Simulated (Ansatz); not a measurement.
System: BiI2, net charge 1, singlet state. It need not be the lowest isomer of its formula. 
Geometry from a B3LYP-D3(BJ)/def2-TZVP (Ansatz, a program for electronic structure) optimisation:
SMILES: [I][Bi+][I]
```xyz
3

Bi     0.8074     0.4262     0.2811
I     -0.9869     1.2468    -1.5976
I     -0.2775    -1.9142     1.1574
```
Charge +1, spin multiplicity 1.

Basis-set convergence of Hartree-Fock and CCSD correlation energies (hartree) with Ansatz. Cores are frozen in the correlated levels unless marked. Spin-orbit coupling is left out. Frozen are the shells of the preceding noble gas and the d and f shells that filled before the atom's block. In def2 rows, elements after Kr have scalar-relativistic effective core potentials.

The T1 diagnostic of CCSD in the largest basis is 0.025, which is high, so the coupled-cluster rows are less sure than usual.

```json
[
 {"basis": "def2-SVP", "functions": "78", "E(HF)": "-806.66818", "E(corr, CCSD)": "-0.28895"},
 {"basis": "def2-TZVPP", "functions": "150", "E(HF)": "-806.70216", "E(corr, CCSD)": "-0.38890"},
 {"basis": "def2-QZVPP", "functions": "246", "E(HF)": "-806.70706", "E(corr, CCSD)": "-0.43234"}
]
```

Extrapolating the two largest sets (X = 3 and 4) as X^-3: E(corr) = (64·(-0.43234) - 27·(-0.38890))/37 = -0.4640 Eh, an estimate of the basis-set limit. The largest set recovers 93.2 % of it, the smallest 62.3 %.
